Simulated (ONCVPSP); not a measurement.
**What one change does to a pseudopotential (aluminium (Al), ONCV)**

* Element: Al
* Generator: ONCVPSP 4.0.1
* Type: optimised norm-conserving Vanderbilt (ONCV)
* Functional: PBE
* Relativity: scalar-relativistic
* Frozen core: [Ne]
* Valence charge: 3
* Reference configuration: 3s1.5 3p1.5
* Partial waves: 3s: rc 1.75 bohr, ncon 4, nbas 8, qcut 4.8 1/bohr, local; 3p: rc 2.40 bohr, ncon 4, nbas 7, qcut 3.1 1/bohr, 2 projectors, debl 3.6 Ha; d scattering state at 0.26 Ha: rc 2.40 bohr, ncon 4, nbas 7, qcut 4.7 1/bohr, 3 projectors, debl 3.4 Ha
* Local potential: the s channel
* Core correction: Teter function, fcfact 1.5, rcfact 1.55

Change: functional PBEsol.

Cutoffs: the cutoffs (Ha) at which the residual kinetic energy of the hardest occupied pseudo-wave falls to 1 and 0.1 mHa per electron; they do not see the model core or the augmentation charge, which bear on the density cutoff. Errors are all-electron minus pseudo energies relative to the spin-unpolarised reference configuration.

Q: Predict the effect on cutoff, ghosts and configuration errors.

A: The potential gets neither clearly harder nor softer (5.9 Ha and 7.7 Ha → 6.0 Ha and 7.7 Ha); of the 4 tests that both files solve, the error grows in 3 and shrinks in 1 by more than 15 % and 0.3 meV (median size 0.9 → 1.5 meV); neither file shows a bound ghost.

```csv
quantity,base,changed
"cutoff, loose",5.9 Ha,6.0 Ha
"cutoff, tight",7.7 Ha,7.7 Ha
loose cutoff by channel,"s 5.9 Ha, p 2.1 Ha","s 6.0 Ha, p 2.1 Ha"
bound ghosts,none,none
GHOST(+) flags under 300 eV,none,none
"error for 3s2 3p1, meV [ΔE -2.55 → -2.54 eV]",+0.1,-0.5
"error for 3s2 3p0, meV [ΔE 3.22 → 3.20 eV]",-0.6,+0.2
"error for 3s1 3p0, meV [ΔE 22.44 → 22.37 eV]",-12,-21
"error for 3s1 3p1, meV [ΔE 9.03 → 8.99 eV]",-1.1,-2.6
s: phases at 1.77 bohr within 0.05 rad from the reference energy up to (Ha; the scan ends near 5),2.5,2.6
p: phases at 2.43 bohr within 0.05 rad from the reference energy up to (Ha; the scan ends near 5),2.3,2.3
d: phases at 2.43 bohr within 0.05 rad from the reference energy up to (Ha; the scan ends near 5),to the end of the scan,to the end of the scan
"rms error of d²Exc/dni dnj with the model core, mHa",0.20,0.55
```

Base: The cutoffs count occupied waves only; projector 3 of the d channel, the hardest unoccupied one, needs 41 Ha at the loose tolerance. Changed file: The cutoffs count occupied waves only; projector 3 of the d channel, the hardest unoccupied one, needs 41 Ha at the loose tolerance.
